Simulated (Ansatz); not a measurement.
Molecule: sum formula GeHF$_{3}$, charge 0, multiplicity 1. 
Structure (B3LYP-D3(BJ)/def2-TZVP (Ansatz, a first-principles code) minimum search):
```
Ge
F 1 1.7176
F 1 1.7176 2 106.40
F 1 1.7176 2 106.40 3 -113.16
H 1 1.5172 2 112.39 4 -123.42
```
Charge 0, spin multiplicity 1.

Basis-set convergence of Hartree-Fock and MP2 correlation energies (hartree) with Ansatz. Cores are frozen in the correlated levels unless marked. Spin-orbit coupling is left out. Frozen are the shells of the preceding noble gas and the d and f shells that filled before the atom's block. No relativistic terms.

```json
[
 {"basis": "aug-cc-pVDZ", "functions": "114", "E(HF)": "-2374.39188", "E(corr, MP2)": "-0.72100"},
 {"basis": "aug-cc-pVTZ", "functions": "220", "E(HF)": "-2374.55150", "E(corr, MP2)": "-0.90162"},
 {"basis": "aug-cc-pVQZ", "functions": "379", "E(HF)": "-2374.57901", "E(corr, MP2)": "-0.96946"}
]
```

Extrapolating the two largest sets (X = 3 and 4) as X^-3: E(corr) = (64·(-0.96946) - 27·(-0.90162))/37 = -1.0190 Eh, an estimate of the basis-set limit. The largest set recovers 95.1 % of it, the smallest 70.8 %.
